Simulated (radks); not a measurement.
Q: Ionisation ladder of mercury, from Hg to Hg11+. Each ion is in the ground configuration listed by NIST, and IE = E(next ion) - E(this ion). Method: scalar-relativistic Kohn-Sham, LDA (Slater exchange, Perdew-Wang correlation), spin-unpolarised, spherical densities, point nucleus; computed with a radial shooting solver on a logarithmic mesh with Libxc functionals.

species       configuration  IE, Delta-SCF (eV)  -e(HOMO) (eV)  HOMO  <r> HOMO (bohr)
Hg                     [Hg]              11.042          7.128    6s             2.68
Hg+      [Xe] 4f14 5d10 6s1                   ?         15.105    6s             2.49
Hg2+         [Xe] 4f14 5d10                   ?         29.075    5d             1.44
Hg3+          [Xe] 4f14 5d9              50.042         42.766    5d             1.39
Hg4+          [Xe] 4f14 5d8              65.242         57.509    5d             1.34
Hg5+          [Xe] 4f14 5d7              81.298         73.161    5d             1.30
Hg6+          [Xe] 4f14 5d6                   ?         89.621    5d             1.26
Hg7+          [Xe] 4f14 5d5              115.64         106.81    5d             1.23
Hg8+          [Xe] 4f14 5d4              133.79         124.66    5d             1.20
Hg9+          [Xe] 4f14 5d3              152.54         143.13    5d             1.17
Hg10+         [Xe] 4f14 5d2              171.84         162.17    5d             1.15
Hg11+         [Xe] 4f14 5d1                   ?         181.74    5d             1.13

Estimate the withheld Delta-SCF values.

A: Hg+: 19.391 eV (NIST 18.757); Hg2+: 35.817 eV (NIST 34.49); Hg6+: 98.120 eV (NIST 93); Hg11+: 191.64 eV (NIST 193).

Beside tabulated values, note that spin-unpolarised runs miss the spin-polarisation part of the exchange energy of open shells.
